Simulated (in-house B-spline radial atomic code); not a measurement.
A radial electron density 4πr²n(r) was computed for an atom or ion in its tabulated ground configuration with a B-spline radial code for spherical atoms; method: non-relativistic PBEsol, spin-polarised, spherical fractional occupations. Columns: r (bohr), 4πr²n(r) (electrons per bohr), bar.

```
 0.00276   0.5262 #
 0.00329   0.7312 #
 0.00393    1.016 ##
  0.0047    1.406 ##
 0.00561    1.929 ###
 0.00669    2.621 ####
 0.00799    3.541 ######
 0.00954     4.73 ########
  0.0114    6.248 ##########
  0.0136    8.109 ##############
  0.0162    10.32 #################
  0.0194    12.95 ######################
  0.0232    15.81 ###########################
  0.0276    18.65 ###############################
   0.033    21.35 ####################################
  0.0394    23.44 #######################################
  0.0471    24.59 #########################################
  0.0562    24.53 #########################################
  0.0671    23.28 #######################################
  0.0801    21.27 ####################################
  0.0956    19.29 ################################
   0.114    18.32 ###############################
   0.136    19.05 ################################
   0.163    21.49 ####################################
   0.194    24.41 #########################################
   0.232    26.21 ############################################
   0.277    25.21 ##########################################
   0.331    21.07 ###################################
   0.395    15.17 #########################
   0.472    9.827 #################
   0.563    7.059 ############
   0.672    7.019 ############
   0.803    8.211 ##############
   0.958    8.668 ###############
    1.14    7.522 #############
    1.37    5.105 #########
    1.63    2.783 #####
    1.95    1.142 ##
    2.33   0.3524 #
    2.78  0.07924 
    3.31  0.01241 
    3.96 0.001154
```

Q: Which atom or ion is it?
A. Ca3+
B. Sc3+
C. Sc4+
D. K3+

A: B. The area under the curve, ∫4πr²n dr = ∫r·4πr²n d(ln r) on this logarithmic grid, is 18 electrons, which only this option has. The configuration is [Ne] 3s2 3p6.
